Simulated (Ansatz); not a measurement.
`OB(O)[TeH]` and `OB(O)[SiH3]` differ in one atom or group.

Ansatz, PBE0-D4/def2-TZVP geometries, multiplicity 1. Each molecule was computed in one conformer, which needn't be the lowest.

Elements past krypton have def2 core potentials.  Spin–orbit coupling is left out; it splits and shifts lone-pair levels of the heavy atoms by tenths of an eV.

```tsv
property	`OB(O)[TeH]`
HOMO energy (ωB97M-V/def2-TZVPP) / eV	-8.76
LUMO energy (PBE0/def2-TZVPP) / eV	-0.87
HOMO–LUMO gap (B3LYP/def2-TZVPP) / eV	5.32
LUMO energy (PBE/def2-TZVPP) / eV	-1.67
HOMO–LUMO gap (PBE0/def2-TZVPP) / eV	5.81
HOMO–LUMO gap (PBE/def2-TZVPP) / eV	3.95
```

Problem. What does the change do to each property? (Estimate.)

Solution. Computed: 
```
                             property  `OB(O)[SiH3]`  shift
HOMO energy (ωB97M-V/def2-TZVPP) / eV         -10.54  -1.78
   LUMO energy (PBE0/def2-TZVPP) / eV          -0.06   0.81
HOMO–LUMO gap (B3LYP/def2-TZVPP) / eV           7.92   2.60
    LUMO energy (PBE/def2-TZVPP) / eV          -1.00   0.67
 HOMO–LUMO gap (PBE0/def2-TZVPP) / eV           8.32   2.51
  HOMO–LUMO gap (PBE/def2-TZVPP) / eV           6.13   2.18
```

With PBE0 the HOMO falls by 1.70 eV and the LUMO rises by 0.81 eV, so the gap widens by about 2.51 eV. PBE moves the HOMO by -1.52 eV and ωB97M-V by -1.78 eV.

B3LYP here is the variant with VWN-RPA as its local correlation; programs differ in this.
